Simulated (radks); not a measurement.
Results of a calculation; reference values are marked as such.
Species: Pm IV. Configuration: [Xe] 4f4.

Level of theory: Dirac Kohn-Sham, PBEsol, spin-unpolarised, spherical densities, finite nucleus; open shells fill j = l - 1/2 first; Fermi nuclear charge, rms radius 4.962 fm (a radial shooting solver on a logarithmic mesh with Libxc functionals).

Energy parts (eV):
total: -272699.15
kinetic: 294830.29
electron-nucleus: -665553.73
Hartree: 104149.15
exchange-correlation: -6124.85

Orbitals (lengths in bohr, moments of r in powers of bohr; <r^-3> diverges for s and p1/2):
1s1/2: occ. 2; eigenvalue (eV) -44985.12; <r^4> 1.419e-06; small-component weight 5.13e-02
2s1/2: occ. 2; eigenvalue (eV) -7336.960; <r^4> 0.0002291; small-component weight 1.12e-02
2p1/2: occ. 2; eigenvalue (eV) -6950.691; <r^4> 0.0001429; small-component weight 1.13e-02
2p3/2: occ. 4; eigenvalue (eV) -6390.884; <r^-3> 8405; <r^4> 0.0001826; small-component weight 1.05e-02
3s1/2: occ. 2; eigenvalue (eV) -1624.457; <r^4> 0.009106; small-component weight 3.50e-03
3p1/2: occ. 2; eigenvalue (eV) -1458.691; <r^4> 0.008368; small-component weight 3.44e-03
3p3/2: occ. 4; eigenvalue (eV) -1346.165; <r^-3> 1740; <r^4> 0.01007; small-component weight 3.23e-03
3d3/2: occ. 4; eigenvalue (eV) -1057.633; <r^-3> 289.1; <r^4> 0.007476; small-component weight 3.12e-03
3d5/2: occ. 6; eigenvalue (eV) -1033.242; <r^-3> 260.1; <r^4> 0.007917; small-component weight 3.05e-03
4s1/2: occ. 2; eigenvalue (eV) -347.5734; <r^4> 0.2282; small-component weight 1.10e-03
4p1/2: occ. 2; eigenvalue (eV) -284.4515; <r^4> 0.2632; small-component weight 1.03e-03
4p3/2: occ. 4; eigenvalue (eV) -259.7230; <r^-3> 383.4; <r^4> 0.3157; small-component weight 9.59e-04
4d3/2: occ. 4; eigenvalue (eV) -155.7583; <r^-3> 53.55; <r^4> 0.4668; small-component weight 8.04e-04
4d5/2: occ. 6; eigenvalue (eV) -151.3423; <r^-3> 47.60; <r^4> 0.4950; small-component weight 7.85e-04
4f5/2: occ. 4; eigenvalue (eV) -31.8497; <r^-3> 6.253; <r^4> 3.139; small-component weight 4.45e-04
4f7/2: occ. 0; eigenvalue (eV) -31.3210; <r^-3> 6.061; <r^4> 3.289; small-component weight 4.38e-04
5s1/2: occ. 2; eigenvalue (eV) -69.1866; <r^4> 7.162; small-component weight 2.45e-04
5p1/2: occ. 2; eigenvalue (eV) -51.5779; <r^4> 11.26; small-component weight 1.99e-04
5p3/2: occ. 4; eigenvalue (eV) -47.9084; <r^-3> 56.55; <r^4> 13.65; small-component weight 1.82e-04

The highest occupied level is 4f5/2 at -31.850 eV. The electron density at the nucleus is 4.92e+05 e/bohr^3. The density falls to 0.001 e/bohr^3 at r = 3.34 bohr. For comparison, the ionisation energy in NIST's Atomic Spectra Database is 41.2 eV (semi-empirical). In exact Kohn-Sham theory the highest level is minus the ionisation energy, but local and semilocal functionals leave it too shallow, through self-interaction and a potential that decays too fast; potentials with the right tail come closer.

Beside tabulated values, note that spin-unpolarised runs miss the spin-polarisation part of the exchange energy of open shells.
